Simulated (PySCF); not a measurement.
SMILES N([Si](C)([GeH3])C)(C)C (C4H15GeNSi), GFN2-xTB optimised geometry.

```
22

C      0.00    -1.12     2.66
N     -0.57    -1.31     1.35
C     -1.90    -1.86     1.40
Si    -0.04    -0.37     0.00
C     -0.64     1.45     0.00
C      1.87    -0.37     0.00
Ge    -0.86    -1.40    -1.95
H      1.02    -0.76     2.57
H     -0.58    -0.40     3.25
H      0.00    -2.07     3.20
H     -2.59    -1.19     1.94
H     -2.28    -2.00     0.39
H     -1.89    -2.82     1.91
H     -0.27     2.00     0.87
H     -0.29     1.98    -0.89
H     -1.72     1.51     0.01
H      2.26    -1.36     0.21
H      2.28     0.32     0.73
H      2.23    -0.06    -0.98
H     -0.05    -1.11    -3.18
H     -2.23    -0.96    -2.37
H     -0.97    -2.89    -1.98
```

Density from PySCF with B3LYP/def2-SVP at that geometry.

Minimum of the electron density along straight lines between bonded atoms, close to the bond critical point (lines longer than 1.1 times the sum of covalent radii, or with two minima, are not listed):

| bond | length / Å | ρ at the minimum / e bohr⁻³ | ∇²ρ there / e bohr⁻⁵ | position (fraction from the first atom) |
|---|---|---|---|---|
| C1–N2 | 1.442 | 0.274 | -0.78 | 0.39 |
| N2–C3 | 1.441 | 0.275 | -0.79 | 0.61 |
| N2–Si4 | 1.728 | … | 0.73 | 0.60 |
| Si4–C5 | 1.917 | 0.109 | 0.29 | 0.38 |
| Si4–C6 | 1.903 | 0.111 | 0.32 | 0.38 |
| Si4–Ge7 | 2.349 | 0.092 | … | 0.35 |
| C1–H8 | 1.085 | 0.283 | -1.07 | 0.63 |
| C1–H9 | 1.097 | 0.276 | -1.00 | 0.62 |
| C1–H10 | 1.094 | 0.278 | -1.03 | 0.63 |
| C3–H11 | 1.097 | 0.276 | -1.00 | 0.62 |
| C3–H12 | 1.089 | 0.280 | -1.05 | 0.63 |
| C3–H13 | 1.094 | 0.278 | -1.03 | 0.63 |
| C5–H14 | 1.087 | 0.271 | -0.96 | 0.62 |
| C5–H15 | 1.087 | 0.271 | -0.96 | 0.62 |
| C5–H16 | 1.088 | 0.272 | -0.97 | 0.62 |
| C6–H17 | 1.085 | 0.273 | -0.98 | 0.63 |
| C6–H18 | 1.085 | 0.272 | -0.97 | 0.62 |
| C6–H19 | 1.086 | 0.273 | -0.97 | 0.62 |
| Ge7–H20 | 1.502 | 0.138 | 0.09 | 0.59 |
| Ge7–H21 | 1.505 | 0.137 | 0.09 | 0.59 |
| Ge7–H22 | 1.502 | 0.138 | 0.09 | 0.59 |

### Question
What belongs in the gaps?

### Answer

- N2–Si4, ρ at the minimum / e bohr⁻³: 0.122
- Si4–Ge7, ∇²ρ there / e bohr⁻⁵: -0.05
